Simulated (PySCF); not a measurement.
Compound: C3H7F2Si2 (doublet state).
Geometry (GFN2-xTB, Å), atoms numbered from 1 in this order:
```
atom  x, y, z in Å
C1    -0.982    1.671   -0.171
C2    -0.680    0.394   -0.334
Si3    0.915   -0.252   -1.126
Si4    2.335   -0.786    0.570
C5    -1.616   -0.670    0.131
F6    -0.937   -1.697    0.721
F7    -2.511   -0.246    1.060
H8    -0.316    2.443   -0.518
H9    -1.891    2.002    0.308
H10    0.543   -1.448   -1.904
H11    1.215    0.787   -2.131
H12    3.721   -1.142    0.248
H13    2.394    0.052    1.771
H14   -2.191   -1.107   -0.703
```

The hyperfine couplings belong to this conformer and change with its torsions.

As a line formula: `C=C([SiH2][SiH2])C(F)F` [radical].

Method used: UKS B3LYP, pcH-1 on C F H Si, non-relativistic, mean-field spin-orbit, GIAO (PySCF 2.14.0). Isolated species at its GFN2-xTB geometry (one conformer only). The geometry wasn't refined by DFT: couplings that depend on bond lengths, twists or pyramidal angles can differ widely from those at the functional's own minimum, by a factor of two or more for some ions and for spin on atoms past the first row.

Problem. Count the α and β electrons and give S(S+1).

Solution. Nα = 36, Nβ = 35 (71 in all), and S(S+1) = 0.75 for S = 1/2.

Mulliken spin populations, one withheld:

```tsv
atom	bound to	population
C1	C2, H8, H9	-0.0034
C2	C1, Si3, C5	-0.0009
Si3	C2, Si4, H10, H11	+0.0124
Si4	Si3, H12, H13	?
C5	C2, F6, F7, H14	+0.0005
F6	C5	+0.0021
F7	C5	+0.0001
H8	C1	-0.0001
H9	C1	0.0000
H10	Si3	+0.0014
H11	Si3	+0.0395
H12	Si4	-0.0205
H13	Si4	-0.0204
H14	C5	0.0000
```

Problem. Fill in the missing population.

Solution. The populations add up to Nα − Nβ = 1, and the others sum to 0.0107, so Si4 holds +0.989.

Problem. How is the spin shared among the elements?

Solution. Silicon +1.00, fluorine 0.00, hydrogen 0.00, carbon 0.00. The positive populations sum to 1.05, the negative ones to -0.05.

Problem. The run gives ⟨S²⟩ = 0.7526. What does that say of the overlap of α and β orbitals, and of the weight of higher spin?

Solution. Σ|⟨iα|jβ⟩|² over occupied orbitals = Nβ − [⟨S²⟩ − S(S+1)] = 35 − 0.0026 = 34.9974. If the quartet state (S + 1) were the only admixture, its weight would be 0.0026/(2S + 2) = 0.09 %.

Problem. What Fermi-contact NMR shifts do the couplings of C1, C2, Si3, F6/F7, H10/H11, H12/H13 imply at 298 K (Curie law, g = gₑ)?

Solution. δ = a_FC·h·gₑ μB S(S+1)/(3 g_N μN kT), with k/h = 20836.6 MHz/K:

```json
{"nuclei": "C1", "isotope": "13C", "a_FC (MHz)": "-0.39", "g_N": "1.4048", "contact shift (ppm)": "-41"}
{"nuclei": "C2", "isotope": "13C", "a_FC (MHz)": "-1.27", "g_N": "1.4048", "contact shift (ppm)": "-133"}
{"nuclei": "Si3", "isotope": "29Si", "a_FC (MHz)": "-9.48", "g_N": "-1.1106", "contact shift (ppm)": "+1264"}
{"nuclei": "F6/F7", "isotope": "19F", "a_FC (MHz)": "30.37", "g_N": "5.2577", "contact shift (ppm)": "+855"}
{"nuclei": "H10/H11", "isotope": "1H", "a_FC (MHz)": "42.48", "g_N": "5.5857", "contact shift (ppm)": "+1126"}
{"nuclei": "H12/H13", "isotope": "1H", "a_FC (MHz)": "-5.80", "g_N": "5.5857", "contact shift (ppm)": "-154"}
```

All at the stated temperature. Entries for several nuclei are means.

Nuclei that the bonding pattern makes equivalent are averaged, as if the motion that swaps them (rotation, inversion, ring flip) were fast. The 1H value of +42.5 MHz is a mean of couplings from 8.1 to 76.9 MHz in this one geometry, not an average over conformers. The 19F value of +30.4 MHz is a mean of couplings from 1.0 to 59.8 MHz in this one geometry, not an average over conformers.

β density exceeds α density at some nuclei, such as H12/H13 (-0.0013) and C2 (-0.0011), spin density in bohr⁻³. In a single determinant that takes different orbitals for the two spins, that is spin polarisation.
